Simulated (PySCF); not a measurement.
Radial density of Xe²⁹⁺ (xenon, charge +29)

r2SCANh, [Ar] 3d7, high-spin 4F determinant. Computed with PySCF 2.14 in an even-tempered Gaussian basis (17 s from 3.9 bohr⁻², ratio 2.5; 11 p from 5 bohr⁻², ratio 2.5; 8 d from 5 bohr⁻², ratio 2.5; 4 f from 23 bohr⁻², ratio 2.7; 3 g from 34 bohr⁻², ratio 2.7), with no relativity, point nucleus.

| r (bohr) | 4πr²ρ (e/bohr) | 4πr²(ρα − ρβ) |
| --- | --- | --- |
| 0.000425 | 0.2410 | 0.0000 |
| 0.000715 | 0.6607 | 0.0000 |
| 0.00120 | 1.774 | 0.0000 |
| 0.00202 | 4.592 | -0.0001 |
| 0.00340 | 11.20 | -0.0002 |
| 0.00573 | 24.67 | -0.0004 |
| 0.00963 | 45.95 | -0.0008 |
| 0.0162 | 65.32 | -0.0004 |
| 0.0272 | 64.80 | 0.0123 |
| 0.0458 | 61.91 | 0.1731 |
| 0.0771 | 85.71 | 1.4868 |
| 0.130 | 65.53 | 6.7784 |
| 0.218 | 59.95 | 12.3656 |
| 0.367 | 34.49 | 5.2164 |
| 0.617 | 1.440 | 0.2137 |
| 1.04 | 0.002400 | 0.0004 |

A non-relativistic calculation at this Z misses sizeable relativistic shifts. Spin-orbit coupling, absent here, splits the open shell strongly.
